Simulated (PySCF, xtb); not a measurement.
CH3BeFS, SMILES C[S][Be][F]. The values are those of a single conformer.

Harmonic wavenumbers (cm⁻¹) from GFN2-xTB (xtb) at its own minimum, in rising order: 58, 72, 210, 267, 445, 709, 937, 959, 1273, 1314, 1444, 1454, 3043, 3053, 3056.

### Question
What does B3LYP-D3(BJ)/def2-SVP (PySCF 2.14.0) give at its own minimum? (The exact figures need the calculation; the answer reports its results.)

### Answer
74, 108, 287, 362, 483, 686, 953, 972, 1334, 1397, 1457, 1461, 3052, 3157, 3159. Paired by order, the mean absolute difference is 46 cm⁻¹ and the zero-point energies are 26.2 and 27.1 kcal/mol.
